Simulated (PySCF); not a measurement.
# Nitrogen: a sound run and one with changed settings

Sound run: N(2+) [He] 2s2 2p1, N(3+) [He] 2s2. All numbers are calculated (PySCF 2.14, scalar relativity by spin-free X2C-1e, in jorge-DZP-DKH (4s2p1d, 15 functions)). The sound run starts from symmetry-adapted Hartree-Fock orbitals and uses a fine grid where one is needed.

A second run was set up differently.

```csv
species,method,sound run (hartree),changed run (hartree),converged
N(2+),UHF,-52.83744,-52.83744,yes
N(2+),M06-2X,-52.98078,-52.97685,yes
N(2+),BP86,-52.97011,-53.01439,yes
N(3+),UHF,-51.10313,-51.10313,yes
N(3+),M06-2X,-51.23655,-51.23655,yes
N(3+),BP86,-51.20906,-51.20906,yes
```

Ionisation energy of N(2+):

| method | sound run (eV) | changed run (eV) |
| --- | --- | --- |
| UHF | 47.193 | 47.193 |
| M06-2X | 47.463 | 47.356 |
| BP86 | 47.921 | 49.126 |

(1) What was changed?
A. angular grid far too coarse
B. all electrons correlated in a valence basis
C. too few SCF iterations
D. minimal basis

Results:

(1) A. It used 6 angular points. A coarse angular grid integrates products of high-l functions wrongly, so density functionals can shift, and the SCF can exploit the error; Hartree-Fock and MP2 need no grid.
